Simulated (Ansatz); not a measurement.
Compare A (`CC(C)[Si]O`) with its isomer B (`C=CO[SiH2]C`).

Computed with Ansatz on PBE0-D4/def2-TZVP structures; ΔE is electronic, products minus reactants. CCSD(T)/CBS adds triple-zeta CCSD(T) − MP2 to the extrapolated MP2 energy (def2 sets, frozen cores). DFT in def2-TZVPP. One conformer a species, not always the lowest.

(1) Which is lower in electronic energy at CCSD(T)/CBS, and by how much? (Estimate.)

(2) Give E(B) − E(A) in kcal/mol with MP2/def2-TZVPP, CCSD(T)/def2-TZVPP, PBE0-D4, ωB97M-V, r2SCAN-D4, B2PLYP, PBE-D4. (Estimate.)

Largest T1 diagnostic: 0.013.

## Answers

(1) Ansatz gave: B, by 6.9 kcal/mol.

(2) Computed: MP2/def2-TZVPP -6.8, CCSD(T)/def2-TZVPP -6.8, PBE0-D4 -6.4, ωB97M-V -5.8, r2SCAN-D4 -10.7, B2PLYP -9.2, PBE-D4 -5.6. None reverses the order clearly.

The D4 term adds +0.8 kcal/mol with B3LYP and +0.4 kcal/mol with PBE0; it sums over pairs of atoms, weighted by their polarisabilities, and B3LYP, whose exchange is more repulsive, gets the larger term. In def2-TZVPP, CCSD(T) changes the Hartree–Fock value by +9.1 kcal/mol (the triples alone add +0.2 kcal/mol) and MP2 by +9.1 kcal/mol.

B3LYP here is the variant with VWN-RPA as its local correlation; programs differ in this.
